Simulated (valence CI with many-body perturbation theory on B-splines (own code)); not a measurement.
Forbidden lines of Ti¹⁷⁺

Level of theory: relativistic CI+MBPT: three valence electrons over a frozen Dirac-Fock core [He], radial functions for each j: 11 s, 11 p, 10 d, 8 f, 5 g, 2 h, with the one-electron correlation potential Σ1 (screened to all orders), the two-electron term Σ2, the three-electron term Σ3, Breit, model QED; selected single and double excitations, second order for the rest, scaled by the run's own slope (own B-spline code, finite nucleus).

No measured spectrum was set against this ion. As an estimate, levels of excited configurations hold to 0.05 to 0.15 % of their energy, terms of the ground configuration to about 0.5 %.

Lines 1 to 14 of 14 in falling wavelength, among levels below 74.760 Ry, chosen from the decays that carry over 1 % of a level's rate. Wavelengths and rates use the calculated energies, so an error of 500 cm⁻¹ moves a line at 1.785 nm by 0.0089 % and its rate by three times that or more. Electric multipoles are in the length gauge, E1 and E2 with the static RPA response of the core. S is in atomic units (e²a₀⁴ for E2 and M2, e²a₀⁶ for E3), for M1 in squared Bohr magnetons. Weak lines are less certain than strong ones. Lines between different terms over intervals too small for the method are left out, as are lines whose strength nearly cancels.

Names give the largest LS component (configuration and term), which can be under half, so a name can repeat, a term be missing and a line seem to break the LS rules; names also repeat where a configuration has a term twice.

```
λ vac (nm)            Upper           Lower  Type   A (s⁻¹)  S (a.u.)
     177.8   2s2 2p 2P°_3/2  2s2 2p 2P°_1/2    M1  1.60e+03  1.34e+00
     1.785   2s2 3p 2P°_1/2  2s2 2p 2P°_3/2    E2  1.23e+09  3.99e-03
     1.781  2s 2p 3p 4D_5/2   2s 2p2 4P_5/2    E2  5.97e+08  5.73e-03
     1.770  2s 2p 3p 4D_7/2   2s 2p2 4P_5/2    E2  7.50e+08  9.31e-03
     1.765  2s 2p 3p 4D_5/2   2s 2p2 4P_1/2    E2  6.06e+08  5.56e-03
     1.762  2s 2p 3p 4D_7/2   2s 2p2 4P_3/2    E2  5.15e+08  6.24e-03
     1.700    2p2 3d 4D_7/2   2s 2p2 2P_3/2    E2  4.27e+08  4.33e-03
     1.648    2p2 3d 4D_7/2   2s 2p2 2D_5/2    E2  4.49e+08  3.90e-03
     1.621    2p2 3d 2G_9/2   2s 2p2 2D_5/2    E2  3.22e+09  3.22e-02
     1.597    2p2 3d 4F_9/2   2s 2p2 4P_5/2    E2  3.55e+09  3.29e-02
     1.597    2p2 3d 4F_3/2   2s 2p2 4P_1/2    E2  3.13e+09  1.16e-02
     1.595    2p2 3d 4F_7/2   2s 2p2 4P_3/2    E2  3.18e+09  2.34e-02
     1.595    2p2 3d 4D_7/2   2s 2p2 4P_5/2    E2  2.21e+09  1.63e-02
     1.570    2p2 3d 2G_9/2   2s 2p2 4P_5/2    E2  7.69e+07  6.55e-04
```
